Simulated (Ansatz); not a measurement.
System: CH₃BF, charge 0, doublet. CH3BF (SMILES C[B]F, doublet).
B3LYP-D3(BJ)/def2-TZVP minimum from Ansatz (a quantum-chemistry and plane-wave program):
```
C
H 1 1.0889
H 1 1.0950 2 109.89
H 1 1.0974 2 107.07 3 116.55
B 1 1.5578 2 113.05 4 117.92
F 5 1.3151 1 123.07 2 154.99
```
Charge 0, spin multiplicity 2.

Total energies in hartree (Ansatz). Open shells are spin-unrestricted; no spin-orbit coupling. Cores are frozen in correlated methods. No relativity. Where a partner has so few electrons that a lower coupled-cluster level is exact, that level stands in.

| species | HF/cc-pVTZ | CCSD(T)/cc-pVTZ | HF/cc-pVQZ | CCSD(T)/cc-pVQZ | CCSD(T)/cc-pVDZ | CCSDT(Q)/cc-pVDZ |
|---|---|---|---|---|---|---|
| 1: CH3BF (SMILES C[B]F, doublet) | -163.80194 | -164.34170 | -163.81455 | -164.39165 | -164.17163 | -164.17316 |
| 2: B (doublet) | -24.53207 | -24.59810 | -24.53297 | -24.60084 | -24.58941 | -24.58977 |
| 3: F (doublet) | -99.40552 | -99.62036 | -99.41377 | -99.65026 | -99.52757 | -99.52776 |
| 4: C (triplet) | -37.69157 | -37.78076 | -37.69331 | -37.78654 | -37.76038 | -37.76071 |
| 5: H (doublet) | -0.49981 | -0.49981 | -0.49995 | -0.49995 | -0.49928 | -0.49928 |

Problem. Work out the atomisation energy (electronic, to ground-state atoms) in kcal/mol: take Hartree-Fock from cc-pVQZ, extrapolate the CCSD(T) correlation energy as X^-3 (X = 3, 4), and add CCSDT(Q) - CCSD(T) in cc-pVDZ. 1 hartree = 627.51 kcal/mol.

Solution. 
Species 1: correlation (64·(-0.57710) - 27·(-0.53976))/37 = -0.60435; step -0.00153; E1 = -163.81455 + (-0.60435) + (-0.00153) = -164.42043
Species 2: correlation (64·(-0.06787) - 27·(-0.06603))/37 = -0.06921; step -0.00036; E2 = -24.53297 + (-0.06921) + (-0.00036) = -24.60254
Species 3: correlation (64·(-0.23649) - 27·(-0.21484))/37 = -0.25229; step -0.00019; E3 = -99.41377 + (-0.25229) + (-0.00019) = -99.66625
Species 4: correlation (64·(-0.09323) - 27·(-0.08919))/37 = -0.09618; step -0.00033; E4 = -37.69331 + (-0.09618) + (-0.00033) = -37.78982
Species 5: correlation (64·(0.00000) - 27·(0.00000))/37 = 0.00000; step +0.00000; E5 = -0.49995 + (0.00000) + (+0.00000) = -0.49995
-1·E1 +1·E2 +1·E3 +1·E4 +3·E5 = 0.86197 hartree = 540.9 kcal/mol.
